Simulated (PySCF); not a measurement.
LuB: frontier orbitals

B97-3 at R = 2.067 Å; basis Lu x2c-TZVPPall, B x2c-TZVPPall; spin-free X2C with a Gaussian nucleus; PySCF 2.14. State: quintet, unpaired electrons σ ↑, π ↑↑, δ ↑, a mixture of terms (⟨Lz²⟩ = 5.3). Only the outer orbitals are listed, counted within each symmetry.

```csv
spin,orbital,occ.,ε (eV),on Lu (%),main shells (%)
α,14σ,1,-11.97,26,"73 B s, 11 Lu s, 11 Lu d"
α,3δ,1,-11.22,100,100 Lu f
α,7π,1,-9.95,99,100 Lu f
α,7π,1,-9.93,99,100 Lu f
α,8π,1,-6.23,54,"51 Lu d, 44 B p"
α,15σ,1,-6.22,29,"55 B p, 15 B s, 14 Lu s"
α,8π,1,-6.22,53,"50 Lu d, 45 B p"
α,16σ,1,-5.45,104,"66 Lu s, 37 Lu d"
α,4δ,0,-2.27,100,95 Lu d
α,4δ,0,-2.16,100,100 Lu d
α,9π,0,-1.63,84,"57 Lu p, 26 Lu d, 16 B p"
β,14σ,1,-9.54,18,"78 B s, 10 Lu s, 9 Lu d"
β,7π,1,-8.85,100,100 Lu f
β,7π,1,-8.82,100,100 Lu f
β,15σ,1,-5.08,99,"72 Lu s, 19 Lu d"
β,8π,0,-2.62,57,"54 Lu d, 42 B p"
β,8π,0,-2.55,54,"50 Lu d, 45 B p"
β,16σ,0,-2.32,53,"40 Lu d, 28 B p, 19 B s"
```

Question: Which are the highest filled and the lowest empty level, where do they sit, and how wide is the gap?

Answer: Highest filled β 15σ at -5.08 eV (in %: 72 Lu s, 19 Lu d); lowest empty β 8π at -2.62 eV (in %: 54 Lu d, 42 B p); the gap at B97-3 is 2.46 eV.

| Quantity | Value |
| --- | --- |
| bond order (Mayer) | 1.75 |
| ⟨S²⟩ | 6.135 |
| charge on Lu (Mulliken, basis-dependent) | 0.27 |
| charge on Lu (Löwdin, basis-dependent) | 0.47 |
| dipole moment (positive dipole means Lu(−)B(+)) | -2.36 D |

Shares are Mulliken populations and can fall outside 0 to 100 %.

Spin–orbit coupling is left out. With d or f electrons several states lie close, and the lowest PBE0 determinant need not be the measured ground state.
